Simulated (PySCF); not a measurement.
CH4FNOSi2, SMILES F[Si@H]1N=CO[SiH2]1. Geometry: PBE-D3(BJ)/def2-SVP. The structure was generated by enumeration; whether it is a known compound was not checked.

Computed equilibrium geometry at PBE-D3(BJ)/def2-SVP (PySCF confirms it by a frequency run) as bond lengths and angles:
Atoms: F1 Si2 N3 C4 O5 Si6 H7 H8 H9 H10. Bonded distances (Å): F1–Si2 1.639, Si2–N3 1.759, Si2–Si6 2.353, Si2–H7 1.495, N3–C4 1.284, C4–O5 1.360, C4–H8 1.111, O5–Si6 1.760, Si6–H9 1.501, Si6–H10 1.499. Bond angles (°): F1–Si2–N3 110.8, F1–Si2–Si6 114.1, F1–Si2–H7 107.1, N3–Si2–Si6 91.0, N3–Si2–H7 112.3, Si6–Si2–H7 120.6, Si2–N3–C4 115.9, N3–C4–O5 127.8, N3–C4–H8 122.0, O5–C4–H8 110.3, C4–O5–Si6 115.6, Si2–Si6–O5 89.6, Si2–Si6–H9 118.6, Si2–Si6–H10 120.9, O5–Si6–H9 106.2, O5–Si6–H10 106.6, H9–Si6–H10 110.5.
